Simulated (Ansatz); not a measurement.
Ansatz (a first-principles code) input (BHLYP/def2-TZVPD):

Ansatz 0.2 input:
```yaml
crystal:
  periodic: [false, false, false]
  atoms:
    - {symbol: O, position_ang: [0.00000000, 0.00000000, 0.00000000]}
    - {symbol: B, position_ang: [-1.16475675, -0.65077146, 0.00373208]}
    - {symbol: H, position_ang: [-1.67657657, -0.90969153, -1.04264628]}
    - {symbol: H, position_ang: [-1.64842851, -0.94805122, 1.05330018]}
    - {symbol: B, position_ang: [1.16475675, 0.65077146, -0.00373208]}
    - {symbol: H, position_ang: [1.15140749, 1.84376938, 0.01828126]}
    - {symbol: H, position_ang: [2.17359758, 0.01397338, -0.02893516]}
basis:
  gaussian:
    orbitals: def2-TZVPD
hamiltonian:
  xc: {name: BHLYP}
total_charge: 1
magnetization: {spin_polarized: true, initial_magnetization: 1}
```

Output:

```
Functional definition: BHLYP
integrals: 0.04 GiB planned
825 factors; their error is unknown
mean field: 0.62 GiB planned
mean field evaluation 1: about -3443.6313 eV, gradient 5.5e1 eV
mean field evaluation 2: about -3416.8494 eV, gradient 9.4e1 eV
mean field evaluation 4: about -3454.2594 eV, gradient 2.2e0 eV
mean field evaluation 8: about -3454.3110 eV, gradient 1.5e-1 eV
mean field evaluation 16: about -3454.3225 eV, gradient 1.5e-3 eV
mean field evaluation 32: about -3454.4145 eV, gradient 7.9e-6 eV
mean field -3454.41448859 eV, -126.9473909696 hartree, gradient 4.4e-6 eV, S^2 0.772723; 4 other end points of the search recorded, 0 dependent functions left out
reference -3454.41464561 eV, -126.9473967397 hartree; 11, 10 occupied and 139, 140 virtual orbitals, 825 factors
Total energy: -3454.41464561 eV, -126.9473967397 hartree
```

This state (charge 1, doublet) is run at the relaxed geometry of the species with charge 0 and multiplicity 1.
